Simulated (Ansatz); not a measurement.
Isolated molecules relaxed with PBE0-D4/def2-TZVP in Ansatz; ΔE leaves out vibrations. CBS: MP2 limit from def2 TZ/QZ plus the TZ coupled-cluster correction, frozen cores. DFT in def2-TZVPP. B3LYP here is the variant with VWN-RPA as its local correlation; programs differ in this. HSE06 is defined as in plane-wave codes. Elements past krypton have def2 core potentials. For Te outer-core shells are correlated without core-valence functions, which leaves a few kJ/mol of doubt a bond. Each species was taken in one conformer, which may not be the lowest.

`C[SiH2][Al]([CH3])[OH]` + `[SiH3][TeH]` → `C[SiH2][Te][SiH3]` + `[CH3][AlH][OH]`  (cleavage of the Si–Al bond)

Problem. Is it downhill or uphill in electronic energy at CCSD(T)/CBS, and by how much? (Best estimate.)

Solution. Ansatz gave: Downhill: ΔE = -0.75 eV.

Problem. What do these levels give: B3LYP-D4, r2SCAN0-D4, B2PLYP, BLYP, PBE0, r2SCANh, HSE06, HF/def2-SVP, CCSD/def2-SVP, HF/def2-TZVPP, CCSD(T)/def2-TZVPP, MP2/def2-QZVPP? (Estimate.)

Solution. The calculation gave: B3LYP-D4 -0.70, r2SCAN0-D4 -0.73, B2PLYP -0.70, BLYP -0.56, PBE0 -0.62, r2SCANh -0.69, HSE06 -0.62, HF/def2-SVP -0.70, CCSD/def2-SVP -0.63, HF/def2-TZVPP -0.72, CCSD(T)/def2-TZVPP -0.68, MP2/def2-QZVPP -0.90 eV.

Largest T1 diagnostic among the species: 0.012.

The D4 term adds −0.09 eV with B3LYP and −0.05 eV with PBE0; it sums over pairs of atoms, weighted by their polarisabilities, and B3LYP, whose exchange is more repulsive, gets the larger term. From PBE to PBE0 (25 % exact exchange), in def2-TZVPP and without D4, ΔE moves by −0.06 eV. Leaving LDA and LC-ωPBE aside and taking each functional with its dispersion term where it has one, the values, not all of them listed here, spread over 0.15 eV, from BHLYP-D4 to PBE-D4. LDA lies −0.03 eV from PBE without D4.
